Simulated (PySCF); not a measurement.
A GIAO shielding run with PySCF 2.14.0 with density-fitted response routines (density fitting, non-relativistic, gas phase) on SMILES C=C[Si@@H](C)[SiH3], C$_{3}$H$_{10}$Si$_{2}$:

```
$ OMP_NUM_THREADS=1 python probes_run.py task.json out

{"job": {"kind": "nmr", "xc": "LC-wPBE", "basis": "pcSseg-1", "pop": false}, "charge": 0, "multiplicity": 1}
C     -1.866413    -1.736088    -0.399474
C     -1.118920    -0.932929     0.366813
Si    -0.042784     0.449507    -0.296809
C     -0.398585     2.078867     0.580459
Si     2.214086    -0.124437     0.024809
H     -1.907575    -1.618265    -1.488433
H     -2.470856    -2.547508     0.021790
H     -1.122451    -1.107370     1.452031
H     -0.303848     0.575748    -1.767906
H     -1.448619     2.378687     0.440429
H      0.245203     2.882855     0.191064
H     -0.208443     1.986488     1.661186
H      2.480469    -0.330196     1.485519
H      2.569873    -1.385968    -0.696601
H      3.121281     0.966751    -0.456567
```

Hardware: 1 thread of an Arm Neoverse V1, shared host.

(1) How large is the calculation?

(2) How long does it take, and how much memory does it need?

(3) And these other runs on the same molecule and hardware: GIAO shielding at B97-2/pcSseg-1; GIAO shielding at BHandHLYP/pcSseg-1; GIAO shielding at CAM-B3LYP/pcSseg-1; GIAO shielding at PBE0/6-31G; GIAO shielding at PBE0/STO-3G; GIAO shielding at PBE0/pcSseg-1?

Answers

(1) 56 electrons, 149 basis functions and 819 auxiliary functions.

(2) 25 s of wall time, with 12 SCF cycles and 7 response iterations; peak memory 0.78 GiB. Times on a shared host scatter by some tens of per cent.

(3) B97-2/pcSseg-1: 149 functions, 13 s; BHandHLYP/pcSseg-1: 149 functions, 16 s; CAM-B3LYP/pcSseg-1: 149 functions, 21 s; PBE0/6-31G: 73 functions, 7 s; PBE0/STO-3G: 43 functions, 3.9 s; PBE0/pcSseg-1: 149 functions, 13 s.
